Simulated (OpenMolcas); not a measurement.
# Hg: effect of the active space

- Program: OpenMolcas 26.06
- Method: CASSCF or its RAS form
- Basis: ANO-RCC-VQZP
- Scalar Hamiltonian: DKH2, point nucleus
- Spin-orbit coupling: state interaction with AMFI integrals over the reference wave functions, term energies averaged over their components

A. 2 electrons in 4 orbitals (6s 6p); 2S+1 = 3 even, 3 roots (0 in the spin-orbit step); 2S+1 = 1 even, 1 root; 2S+1 = 3 odd, 3 roots; 2S+1 = 1 odd, 3 roots; cost about 40 core-seconds
B. 2 electrons in 8 orbitals (6s 6p 7s 7p); 2S+1 = 3 even, 3 roots (0 in the spin-orbit step); 2S+1 = 1 even, 1 root; 2S+1 = 3 odd, 3 roots; 2S+1 = 1 odd, 3 roots; cost roughly 60 core-seconds
C. 2 electrons in 9 orbitals (RAS2 6s 6p; RAS3 6d, at most 2 electrons); 2S+1 = 3 even, 3 roots (0 in the spin-orbit step); 2S+1 = 1 even, 6 roots (1 in the spin-orbit step); 2S+1 = 3 odd, 3 roots; 2S+1 = 1 odd, 3 roots; cost roughly 50 core-seconds

Energies in eV above 6s2 1S0, the measured ground level; measured values from NIST Handbook of Basic Atomic Spectroscopic Data.

```csv
Level,A,B,C,Measured
6s2 1S0,0.0000,0.0000,0.0000,0.0000
6s 6p 3P* 0,4.0096,4.0252,3.6089,4.6674
6s 6p 3P* 1,4.2181,4.2318,3.8173,4.8865
6s 6p 3P* 2,4.6655,4.6757,4.2782,5.4606
6s 6p 1P* 1,6.3748,6.4087,5.9088,6.7037
```

Deviations, from unrounded energies. A percentage is the sum of absolute deviations over the sum of measured energies, with the sign that they share, or ± where signs differ.

```tsv
Against measurement	Levels	A	B	C
mean absolute deviation (cm-1)	4	4900	4800	8300
other configurations (%)	4	-11.3	-10.9	-18.9
```

A, B lie about equally close to measurement and C furthest from it. The largest miss of B in the table is 6s 6p 3P* 2, by -6300 cm-1. The ranking rests on the paired levels alone, and a cruder setting can come out closer through cancelling errors.

Among A to C the level of the table that moves most is 6s 6p 1P* 1, by 4000 cm-1 (lowest in C, highest in B).

Some high roots are left out of the spin-orbit mixing, which shifts the levels that they would mix with. Spin-orbit splittings of 6p shells tend to come out small when the coupling is added on scalar orbitals. Active for correlation alone: 7p 7s; no level in the range computed is led by a configuration that fills them, so any true level of that kind is missing (holds for B). Active for correlation alone: 6d; no level in the range computed is led by a configuration that fills it, so any true level of that kind is missing (holds for C). Measured partners are found by configuration, term and J. A level has none where our copy of the source lacks it or the pairing is in doubt (some pairs that miss far off the trend of their configuration count as doubtful), and it then counts in no deviation. Levels of configurations outside the active space are missing.

* marks odd parity.
